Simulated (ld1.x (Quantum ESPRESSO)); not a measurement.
## Which change was made? (O, RRKJ)

ld1.x (Quantum ESPRESSO) 7.5 input, shortened:

```
&input
   title='O', zed=8., rel=0, dft='PBE', iswitch=3,
   config='[He] 2s2 2p3.5 3d-2'
 /
 &inputp
   pseudotype=2, tm=.false., rho0=0.01, lloc=0,
   nlcc=.false.
 /
3
2P  2  1   3.50   0.00  2.05  2.05  0.0
3D  3  2  -2.00   0.25  1.95  1.95  0.0
2S  1  0   2.00   0.00  0.65  0.65  0.0
 &test
   configts(1)='2s2 2p3.5'
 /
```

Cutoffs, loose and tight: the cutoffs (Ry, on a coarse ladder) from which the occupation-weighted sum of valence levels, in a spherical-Bessel basis at the reference potential, stays within 10 and 1 mRy of its value at 400 Ry. They do not see the model core or the augmentation charge, which bear on the density cutoff. Test errors are all-electron minus pseudo excitation energies from the reference, over the configurations 2s2 2p4; 2s2 2p3; 2s2 2p2; 2s2 2p0; 2s1 2p4; 2s0 2p6; 2s2 2p1; variants that change the core or the reference have their own tests. The largest error is taken over the tests solved by every variant that gives reliable tests at all, those not shown here included: 2s0 2p6; 2s1 2p4; 2s2 2p0; 2s2 2p1; 2s2 2p3; 2s2 2p4.

The base gives: outcome: generated; cutoff, loose: 140 Ry; cutoff, tight: 300 Ry; bound ghosts: none; largest test error (meV): +8196.

Task: After one change the result is: outcome: generated; cutoff, loose: 200 Ry; cutoff, tight: over 300 Ry; bound ghosts: none; largest test error (meV): +8211. Which change was it?
A. wave 2s (bound): rc 0.65 bohr becomes 2s (bound): rc 0.60 bohr
B. all radii scaled by about 1.14 (s 0.74, p 2.34, d 2.22 bohr)
C. local potential all-electron potential smoothed inside 1.30 bohr (lloc = -1)

Result: A. The others give: all radii scaled by about 1.14 (s 0.74, p 2.34, d 2.22 bohr) → outcome: generated; cutoff, loose: 80 Ry; cutoff, tight: 200 Ry; bound ghosts: none; largest test error (meV): +12024 | local potential all-electron potential smoothed inside 1.30 bohr (lloc = -1) → outcome: generated; cutoff, loose: 300 Ry; cutoff, tight: over 300 Ry; bound ghosts: none; largest test error (meV): +8089.
